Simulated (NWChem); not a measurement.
Molecule: InH, singlet; SMILES [InH]

Program: NWChem. Low-valent species are run as closed-shell singlets; no triplet was tried in these runs. Structure relaxed at the PBE0-D3(BJ)/def2-TZVP level. def2 effective core potentials on In; no spin-orbit coupling. Ions are spin-unrestricted doublets at the neutral geometry; other ion states weren't tried.

| level | basis functions | vertical ionisation energy, ΔSCF (eV) | −ε(HOMO) (eV) | ΔSCF minus −ε(HOMO) (eV) |
|---|---|---|---|---|
| B3LYP/def2-SVP | 31 | 8.05 | 5.53 | 2.52 |
| B3LYP/def2-SVPD | 40 | 8.07 | 5.57 | 2.50 |
| B3LYP/def2-TZVP | 56 | 8.08 | 5.59 | 2.49 |
| B3LYP/def2-TZVPD | 65 | 8.08 | 5.60 | 2.48 |
| B3LYP/def2-TZVPP | 64 | 8.07 | 5.59 | 2.48 |
| B3LYP/def2-QZVP | 112 | 8.08 | 5.60 | 2.48 |
